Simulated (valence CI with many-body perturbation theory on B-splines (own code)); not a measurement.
## Kr VI: calculation against measured levels

Calculated by relativistic CI+MBPT: three valence electrons over a frozen Dirac-Fock core [Ar] 3d10, a basis of 11 s, 11 p, 9 d, 7 f, 5 g, 2 h, 1 i functions for each j, with the one-electron correlation potential Σ1, the two-electron term Σ2, the three-electron term Σ3, Breit, model QED; selected CI, second order for the rest, scaled by the run's own slope (own B-spline code, finite nucleus).

Set against measurement, 39 paired levels are off by 174 cm⁻¹ on average, the worst by 872. These come from a selection out of Saloman, J. Phys. Chem. Ref. Data 36, 215 (2007). Levels without a partner in it may be off by more. 4 measured levels below the end of the list, from 390595 cm⁻¹ on, found no clear computed partner, and computed levels of the same name lie up to 2816 cm⁻¹ from them.

Measured levels: Saloman, J. Phys. Chem. Ref. Data 36, 215 (2007). Pairs share parity and J, and are chosen by configuration, term and nearness in energy; levels without a clear partner are left out. Energies in cm⁻¹ above the measured ground level. The last column is blank where CI alone has no clear partner.

Names give the largest LS component (configuration and term), which can be under half, so a name can repeat, a term be missing and a line seem to break the LS rules; names also repeat where a configuration has a term twice. Letters in brackets count levels of one name in rising energy.

| Computed label | Label in the source | Measured | Computed | Difference | CI alone, difference |
| --- | --- | --- | --- | --- | --- |
| 4s2 4p 2P°_1/2 | 4s2 4p 2P° | 0 | 0.0 | 0 | 0 |
| 4s2 4p 2P°_3/2 | 4s2 4p 2P° | 8110 | 8104.3 | -6 | -209 |
| 4s 4p2 4P_1/2 | 4s 4p2 4P | 107836 | 107668.0 | -168 | -3638 |
| 4s 4p2 4P_3/2 | 4s 4p2 4P | 111193 | 111022.7 | -170 | -3749 |
| 4s 4p2 4P_5/2 | 4s 4p2 4P | 115479 | 115309.3 | -170 | -3805 |
| 4s 4p2 2D_3/2 | 4s 4p2 2D | 141672 | 141539.7 | -132 | -2616 |
| 4s 4p2 2D_5/2 | 4s 4p2 2D | 142727 | 142593.3 | -134 | -2662 |
| 4s 4p2 2S_1/2 | 4s 4p2 2S | 170084 | 170028.5 | -55 | -297 |
| 4s 4p2 2P_1/2 | 4s 4p2 2P | 180339 | 180384.1 | +45 | +1968 |
| 4s 4p2 2P_3/2 | 4s 4p2 2P | 183817 | 183898.8 | +82 | +2470 |
| 4s2 4d 2D_3/2 | 4s2 4d 2D | 222122 | 222100.7 | -21 | -407 |
| 4s2 4d 2D_5/2 | 4s2 4d 2D | 223040 | 223024.4 | -16 | -410 |
| 4s2 5s 2S_1/2 | 4s2 5s 2S | 275380 | 275507.0 | +127 | -2974 |
| 4p3 2D°_3/2 | 4p3 2D° | 276011 | 275781.3 | -230 | -4316 |
| 4p3 2D°_5/2 | 4p3 2D° | 278062 | 277799.6 | -262 | -4749 |
| 4p3 4S°_3/2 | 4p3 4S° | 278787 | 278678.9 | -108 | -1284 |
| 4p3 2P°_1/2 | 4p3 2P° | 303697 | 303495.8 | -201 | -2579 |
| 4p3 2P°_3/2 | 4p3 2P° | 305385 | 305177.0 | -208 | -2836 |
| 4s2 5p 2P°_1/2 | 4s2 5p 2P° | 324120 | 324142.9 | +23 | -3369 |
| 4s2 5p 2P°_3/2 | 4s2 5p 2P° | 326657 | 326666.8 | +10 | -3419 |
| 4s 4p 4d 4P°_5/2 | 4s 4p(3P°) 4d 4P° | 331956 | 331694.9 | -261 | -4461 |
| 4s 4p 4d 4D°_3/2 | 4s 4p(3P°) 4d 4D° | 333133 | 332883.0 | -250 | -4332 |
| 4s 4p 4d 4D°_1/2 | 4s 4p(3P°) 4d 4D° | 333936 | 333705.5 | -231 | -4122 |
| 4s 4p 4d 4P°_1/2 | 4s 4p(3P°) 4d 4P° | 338032 | 337743.0 | -289 | -4781 |
| 4s 4p 4d 4D°_7/2 | 4s 4p(3P°) 4d 4D° | 338119 | 337903.7 | -215 | -4078 |
| 4s 4p 4d 4P°_3/2 | 4s 4p(3P°) 4d 4P° | 338364 | 338099.0 | -265 | -4522 |
| 4s 4p 4d 4D°_5/2 | 4s 4p(3P°) 4d 4D° | 338447 | 338204.3 | -243 | -4270 |
| 4s 4p 4d 2D°_3/2 [a] | 4s 4p(3P°) 4d 2D° | 343190 | 343005.9 | -184 | -2945 |
| 4s 4p 4d 2D°_5/2 [a] | 4s 4p(3P°) 4d 2D° | 343505 | 343313.4 | -192 | -3104 |
| 4s 4p 4d 2F°_5/2 [a] | 4s 4p(3P°) 4d 2F° | 352547 | 351674.6 | -872 | -5066 |
| 4s 4p 4d 2F°_7/2 [a] | 4s 4p(3P°) 4d 2F° | 359035 | 358864.2 | -171 | -4021 |
| 4s 4p 4d 2P°_3/2 [a] | 4s 4p(3P°) 4d 2P° | 374279 | 374194.8 | -84 | -2234 |
| 4s 4p 4d 2P°_1/2 [a] | 4s 4p(3P°) 4d 2P° | 377255 | 377176.6 | -78 | -2613 |
| 4s 4p 4d 2F°_7/2 [b] | 4s 4p(1P°) 4d 2F° | 398678 | 398689.3 | +11 | -757 |
| 4s 4p 4d 2F°_5/2 [b] | 4s 4p(1P°) 4d 2F° | 399599 | 399592.1 | -7 | -780 |
| 4s 4p 5s 4P°_5/2 | 4s 4p(3P°) 5s 4P° | 399630 | 399602.5 | -27 | -6503 |
| 4s 4p 5s 2P°_1/2 [a] | 4s 4p(3P°) 5s 2P° | 403436 | 402635.0 | -801 | -6740 |
| 4s 4p 5s 2P°_3/2 [a] | 4s 4p(3P°) 5s 2P° | 408520 | 408514.4 | -6 | -6080 |
| 4s2 6p 2P°_1/2 | 4s 4p(1P°) 5s 2P° | 442106 | 441858.2 | -248 | -3584 |
| 4s 4p 5s 2P°_3/2 [b] | 4s 4p(1P°) 5s 2P° | 443176 | 443009.3 | -167 | -3495 |

Over 39 excited levels the mean absolute difference is 174 cm⁻¹, the median 168 and the largest 872. For the 39 levels that pair on every rung the mean is CI alone 3237, + Σ1 1660, + Σ2 328, + Σ3 298, + Breit 127, + QED 174. The comparison draws on a selection of the measured levels: 40 of the 71 computed ones have a partner in it, and others may be off by more.

These 4 measured levels below the end of the computed list are not counted above. Beside each stands the unpaired computed level of its name, or else the nearest of its J and parity; the gap is either an error of the method or a doubtful assignment.

```json
{"Label in the source": "4s 4p(1P°) 4d 2D°", "J": "3/2", "Measured": "390595", "Unpaired level": "4s 4p 4d 2D°_3/2 [b]", "Computed": "393009"}
{"Label in the source": "4s 4p(1P°) 4d 2D°", "J": "5/2", "Measured": "391878", "Unpaired level": "4s 4p 4d 2D°_5/2 [b]", "Computed": "394694"}
{"Label in the source": "4s 4p(1P°) 4d 2P°", "J": "3/2", "Measured": "393018", "Unpaired level": "4s 4p 4d 2P°_3/2 [b]", "Computed": "394776"}
{"Label in the source": "4s 4p(3P°) 5s 4P°", "J": "3/2", "Measured": "394817", "Unpaired level": "4s 4p 5s 4P°_3/2", "Computed": "394006"}
```
